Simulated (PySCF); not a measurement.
PySCF job for SiFCl, SMILES Cl[Si]F (connectivity only; charge and spin as stated), neutral, multiplicity 1, PBE0-D3(BJ)/def2-TZVP. Coordinates come from a PBE0-D3(BJ)/def2-TZVP optimisation.

```python
import numpy as np
from pyscf import gto, scf, dft, df
from pyscf.hessian import thermo

mol = gto.M(
    atom='''
    Si    0.64675917    0.61276257    0.00000000
    F    -0.68664179    1.50265681    0.00000000
    Cl   -0.16910895   -1.30015219    0.00000000
    ''',
    basis='def2-TZVP',
    charge=0,
    spin=0,
    max_memory=1600,
    verbose=3,
)
mf = dft.RKS(mol, xc='pbe0').density_fit(auxbasis='def2-universal-jkfit')
mf.disp = 'd3bj'
mf.grids.level = 3
mf.conv_tol = 1e-11
mf.max_cycle = 100
mf.kernel()

# [left out here: the lines that compute and print the analytic Hessian (its translational invariance restored by hand, since the grid's response is missing), thermochemistry and intensities]
```

Program output:

```
converged SCF energy = -849.316829188874

WARN: DFTD3 does not support analytical Hessian, using finite difference


WARN: Mole.unit (angstrom) is changed to Bohr

Mode                                 0                   1                   2
Irrep
Freq [cm^-1]                      262.0556            523.2375            857.8114
Reduced mass [au]                  23.3529             30.4782             21.8607
Force const [Dyne/A]                0.9449              4.9163              9.4776
Char temp [K]                     377.0397            752.8222           1234.1996
Normal mode                   x     y     z       x     y     z       x     y     z
       0  Si                 0.07  0.01 -0.00   -0.07 -0.13 -0.00   -0.10  0.06  0.00
       1   F                -0.04 -0.17 -0.00    0.01  0.01  0.00    0.15 -0.10 -0.00
       2  Cl                -0.04  0.08 -0.00    0.05  0.09 -0.00    0.00  0.00  0.00
temperature 298.1500 [K]
pressure 101325.00 [Pa]
Rotational constants [GHz] 23.28439 4.45772 3.74144
Symmetry number 1
Zero-point energy (ZPE) 0.00374 [Eh]   9827.947 [J/mol]
                           tot       elec      trans        rot        vib
Entropy [J/mol/K]       275.270      0.000    163.786    101.377     10.107
Cv [J/mol/K]             39.592      0.000     12.472     12.472     14.648
Cp [J/mol/K]             47.906      0.000     20.786     12.472     14.648
Internal energy [J/mol]                      3718.434   3718.434  11772.195
Internal energy [Eh]   -849.30951  -849.31683
Enthalpy [J/mol]                             6197.391   3718.434  11772.195
Enthalpy [Eh]          -849.30857
Gibbs free energy [J/mol]                  -42635.382 -26507.185   8758.816
Gibbs free energy [Eh] -849.33983
mode   freq/cm-1   IR/(km/mol)
   1      262.06         4.599
   2      523.24       159.883
   3      857.81       142.324
max |gradient| / (hartree/bohr): 0.00013195416077267522
APT charges: [ 1.0924 -0.5452 -0.5471]
```

The run converged.

Cost: very roughly 50 core-seconds.
